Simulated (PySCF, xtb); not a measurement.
HP2, SMILES P#[PH+], charge +1.

Harmonic wavenumbers (cm⁻¹) from GFN2-xTB (xtb) at its own minimum, in rising order: 542, 542, 925, 2361.

**Question.** What does TPSSh-D3(BJ)/def2-TZVPD in PySCF give at its own minimum? (Estimate from the structure and the level; the computed values follow.)

**Answer.** 140, 140, 815, 2409. Paired by order, the mean absolute difference is 240 cm⁻¹ and the zero-point energies are 6.2 and 5.0 kcal/mol.
